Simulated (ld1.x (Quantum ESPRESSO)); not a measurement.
## What the settings do to the TM semilocal potential of Ni

Base potential:

- Element: Ni (Z = 28)
- Generator: ld1.x (Quantum ESPRESSO) 7.5
- Type: norm-conserving Troullier–Martins (semilocal form)
- Functional: PBEsol
- Relativity: scalar-relativistic
- Frozen core: [Ne]
- Valence charge: 18
- Reference configuration: 3s2 3p6 3d8.5 4s1.5 4p0
- Partial waves: 3p (bound): rc 0.80 bohr; 3d (bound): rc 0.85 bohr; 3s (bound): rc 0.85 bohr
- Local potential: the s channel
- Core correction: none

Occupied shells without a wave of their own: 4s. They enter only through the test configuration that unscreens the potential.

Cutoffs, loose and tight: the cutoffs (Ry, on a coarse ladder) from which the occupation-weighted sum of valence levels, in a spherical-Bessel basis at the reference potential, stays within 10 and 1 mRy of its value at 400 Ry. They do not see the model core or the augmentation charge, which bear on the density cutoff. Test errors are all-electron minus pseudo excitation energies from the reference, over the configurations 3s2 3p6 3d8 4s2 4p0; 3s2 3p6 3d8 4s1 4p0; 3s2 3p6 3d8 4s0 4p0; 3s2 3p6 3d9 4s1 4p0; 3s2 3p6 3d8 4s1 4p1; 3s1 3p6 3d8 4s2 4p0; 3s2 3p6 3d6 4s0 4p0. A dash means not determined; rows that change the core or the reference have their own tests.

A semilocal file is local in each channel, so a ghost entry of none says nothing of the separable form that plane-wave codes build from it.

| change | outcome | cutoff, loose | cutoff, tight | bound ghosts | largest test error (meV) |
| --- | --- | --- | --- | --- | --- |
| base | generated | 300 Ry | over 300 Ry | none | -657 |
| all radii scaled by about 0.78 (s 0.66, p 0.62, d 0.66 bohr) | generated | over 300 Ry | over 300 Ry | none | -217 |
| all radii scaled by about 0.82 (s 0.70, p 0.66, d 0.70 bohr) | generated | over 300 Ry | over 300 Ry | none | -235 |
| all radii scaled by about 0.91 (s 0.78, p 0.72, d 0.78 bohr) | generated | 300 Ry | over 300 Ry | none | -355 |
| all radii scaled by about 1.08 (s 0.92, p 0.86, d 0.92 bohr) | generated, misses its reference levels by 0.18 eV | 260 Ry | over 300 Ry | none | -1073 |
| all radii scaled by about 1.15 (s 0.98, p 0.92, d 0.98 bohr) | generated, misses its reference levels by 0.25 eV | 230 Ry | over 300 Ry | none | -1476 |
| all radii scaled by about 1.31 (s 1.12, p 1.04, d 1.12 bohr) | generated, misses its reference levels by 0.60 eV | 180 Ry | 300 Ry | none | -3501 |

Q: What comes out with this change to the base: all radii scaled by about 1.37 (s 1.16, p 1.10, d 1.16 bohr)?

A: outcome: generated, misses its reference levels by 0.68 eV; cutoff, loose: 180 Ry; cutoff, tight: 300 Ry; bound ghosts: none; largest test error (meV): -3975.

Q: What comes out with this change to the base: all radii scaled by about 1.22 (s 1.04, p 0.98, d 1.04 bohr)?

A: outcome: generated, misses its reference levels by 0.39 eV; cutoff, loose: 200 Ry; cutoff, tight: 300 Ry; bound ghosts: none; largest test error (meV): -2315.

Reading the sweep of the scale of all radii (base = 1) (base included, trends over the rows without a ghost): The loose cutoff falls from 300 Ry at 0.91 to 180 Ry at 1.37. A larger radius leaves more room for a smooth pseudo-wave, so fewer plane waves are needed; a smaller one forces it to follow the all-electron wave where it bends sharply. The median size of the test errors (rows with all tests solved) rises from 25.1 meV at 0.78 to 519.5 meV at 1.37. More of the atom is replaced by a form fitted at one configuration, so other configurations suffer as the radius grows.
